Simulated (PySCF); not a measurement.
A species of formula BH9NPSi2 has this rotational fingerprint, computed with PySCF 2.14.0, PBE0-D3(BJ)/def2-SVP geometry optimisation, gas phase:

| Quantity | Value |
| --- | --- |
| Rotational constants | A = 3351, B = 1621, C = 1151 MHz |
| Dipole components | \|μa\| = 0.91 D, \|μb\| = 0.04 D, \|μc\| = 0.26 D |
| Inertial defect | -23.59 u·Å² |
| κ | -0.57 |

Problem. Which candidate fits, each taken in the one conformer that was computed?
A. `[BH2:1][N:2]([SiH3:3])[SiH2:4][PH2:5]` with B1–N2–Si4–P5 161°, N2–Si4–P5–H -83° and -178°
B. `[SiH3:1][N:2]([SiH3:3])[BH:4][PH2:5]` with N2–B4–P5–H -139° and -41°

Solution. A. It is BN([SiH3])[SiH2]P, an asymmetric top, point group C1. The candidates at the same level (rigid rotor, commonest isotopes):

```
           SMILES  A (MHz)  B (MHz)  C (MHz)  μa (D)  μb (D)  μc (D)  Δ (u·Å²)  point group           rotor
BN([SiH3])[SiH2]P     3351     1621     1151    0.91    0.04    0.26    -23.59           C1  asymmetric top
[SiH3]N([SiH3])BP     3547     1357     1011    1.15    0.52    0.72    -15.13            –  asymmetric top
```

`[SiH3]N([SiH3])BP` has B 16 % too low. No structure here is proved a minimum.
